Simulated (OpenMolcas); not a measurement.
Ni4+ among 4 point charges of -2 e arranged as a tetrahedron (Td), 1.7 Å from the ion.
```
   0.9815    0.9815    0.9815  -2.00
   0.9815   -0.9815   -0.9815  -2.00
  -0.9815    0.9815   -0.9815  -2.00
  -0.9815   -0.9815    0.9815  -2.00
```

```json
{"Program": "OpenMolcas 26.06", "Method": "SS-CASPT2, IPEA 0.25 Eh, imaginary shift 0.1 Eh (closed shells correlated: 3s 3p)", "Basis": "ANO-RCC-VDZP [5s4p2d1f]", "Scalar Hamiltonian": "DKH2, point nucleus", "Active space": "6 electrons in 5 orbitals (3d)", "State averaging": "2S+1 = 5 even, 5 roots; 2S+1 = 3 even, 45 roots; 2S+1 = 1 even, 50 roots", "Spin-orbit coupling": "RASSI with atomic mean-field integrals over the reference wave functions"}
```

What is the spin-free ground state (labels of Td)?

5E, 2-fold in its orbital part, 100 % from free-ion D terms; it has the highest spin that d6 allows.

Where is the first state of the same spin?

5T2 at 2150 cm-1 above the ground state.

What are the lowest two levels with spin-orbit coupling?

A 1-fold level A1, then a 3-fold level T1 66 cm-1 above it. Their leading multiplicities are 5 (100 %) and 5 (100 %).

What is χT at 300 K, and how does it compare with the textbook value?

The lowest level has 2S+1 = 5, for which the spin-only value is χT = S(S+1) / 2 = 3.000 cm3 K/mol (g = 2). The computed 4.377 at 300 K differs by +1.377, through orbital momentum, spin-orbit coupling and any other state in reach.

Roots that are degenerate in the reference are averaged as groups; the widest CASPT2 spread within a group is 190 cm-1 (the 3-fold group of multiplicity 3 near 72800 cm-1 above the lowest state of its run). Shifts and gaps below about the spread of the groups concerned are not significant. An orbital doublet at a regular site is open to a Jahn-Teller distortion, which this geometry leaves out. The ground term spreads over less than 5000 cm-1, several times less than with real ligands, so orbital moments are less quenched and χT lies further from the spin-only value than at real sites. Free-ion shares, where given, are those of the reference states; single-state CASPT2 does not remix them. This is an electrostatic model: the charges have no orbitals. No measured value stands beside these numbers.
